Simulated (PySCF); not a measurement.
Species: C7H13FO2.
Structure used (PBE0-D3(BJ)/def2-SVP), in Å, numbered top down from 1:
```
atom  x, y, z in Å
C1     3.1150   -0.2759    0.5670
O2     1.8580   -0.6319    1.0891
C3     0.7499   -0.3115    0.3335
F4     0.8461   -0.9964   -0.8819
C5    -0.4673   -0.8375    1.0801
C6    -1.6842   -1.1117    0.2016
C7    -2.3748    0.1172   -0.3783
C8    -1.4432    1.0963   -1.0723
O9    -0.5907    1.7196   -0.1370
C10    0.6872    1.1884    0.0014
H11    3.8686   -0.7864    1.1808
H12    3.2247   -0.6072   -0.4779
H13    3.3035    0.8109    0.6244
H14   -0.7063   -0.1295    1.8894
H15   -0.1367   -1.7733    1.5546
H16   -1.3693   -1.7790   -0.6162
H17   -2.4151   -1.6811    0.7975
H18   -3.1552   -0.2025   -1.0896
H19   -2.8895    0.6735    0.4238
H20   -2.0323    1.8965   -1.5492
H21   -0.8583    0.5949   -1.8653
H22    1.1513    1.7324    0.8380
H23    1.2991    1.3602   -0.9066
```

Level: PBE0/pcSseg-1 in PySCF, non-relativistic, on one gas-phase PBE0-D3(BJ)/def2-SVP geometry that isn't relaxed in the solvent. The solvent is an IEF-PCM continuum (van der Waals radii × 1.2). The model holds no explicit solvent molecules, cavitation or dispersion.

Gas phase at PBE0/pcSseg-1: HOMO -7.25 eV, LUMO 1.50 eV, dipole 0.56 D.

Problem. What does the continuum do to the energy, the frontier levels and the dipole at PBE0/pcSseg-1 in cyclohexane and acetonitrile?

Solution. 
```json
{"solvent": "cyclohexane", "ε": "2.017", "E(solvent) − E(gas) (kcal/mol)": "-1.97", "polarisation term (kcal/mol)": "-2.05", "distortion of the solute (kcal/mol)": "0.08", "HOMO (eV)": "-7.25", "LUMO (eV)": "1.58", "dipole (D)": "0.62"}
{"solvent": "acetonitrile", "ε": "35.69", "E(solvent) − E(gas) (kcal/mol)": "-4.92", "polarisation term (kcal/mol)": "-5.45", "distortion of the solute (kcal/mol)": "0.53", "HOMO (eV)": "-7.28", "LUMO (eV)": "1.63", "dipole (D)": "0.76"}
```

The first energy column is the sum of the next two and covers electrostatics alone. From cyclohexane to acetonitrile the lowering changes by a factor 2.50, Onsager's factor (ε − 1)/(2ε + 1) by 2.37 and ε itself by 17.7.

Problem. Give the dipole vector in the frame of the coordinates (D, pointing from negative to positive charge), gas and acetonitrile.

Solution. Gas (0.44, 0.22, -0.28), solvent (0.51, 0.38, -0.41). Its length changes by +34 % and its direction by 9°.

Problem. Which Hirshfeld charges (PBE0/pcSseg-1) respond most in acetonitrile (means over atoms taken as equivalent)?

Solution. 
```tsv
atoms	environment	gas (e)	solvent (e)	change
O9	cyclic ether oxygen	-0.140	-0.154	-0.014
O2	ether oxygen	-0.131	-0.143	-0.012
F4	alkyl fluorine	-0.105	-0.113	-0.008
H23	methylene hydrogen	+0.030	+0.036	+0.006
H18	methylene hydrogen	+0.042	+0.048	+0.006
H22	methylene hydrogen	+0.045	+0.050	+0.005
H11/H12/H13	methyl hydrogen	+0.043	+0.048	+0.005
H17	methylene hydrogen	+0.042	+0.046	+0.004
H20	methylene hydrogen	+0.042	+0.045	+0.003
H21	methylene hydrogen	+0.031	+0.034	+0.003
C5	ring CH2 carbon	-0.087	-0.089	-0.002
H14	methylene hydrogen	+0.042	+0.044	+0.002
```

Problem. Which Mayer bond orders change most in acetonitrile?

Solution. 
```csv
bond,length (Å),gas,solvent,change
C1–O2,1.407,0.909,0.895,-0.014
C3–F4,1.398,0.842,0.831,-0.011
C8–O9,1.411,0.898,0.888,-0.010
O9–C10,1.391,0.961,0.951,-0.010
C10–C3,1.537,0.951,0.958,+0.007
C7–C8,1.519,1.039,1.042,+0.003
O2–C3,1.379,0.992,0.995,+0.003
C1–H11,1.098,0.974,0.971,-0.003
```

Time: 60 s of wall time; peak memory 1.3 GiB. Hardware: Arm Neoverse V2, one thread, shared host. This is the whole shielding run at PBE0/pcSseg-1 in acetonitrile, SCF included.
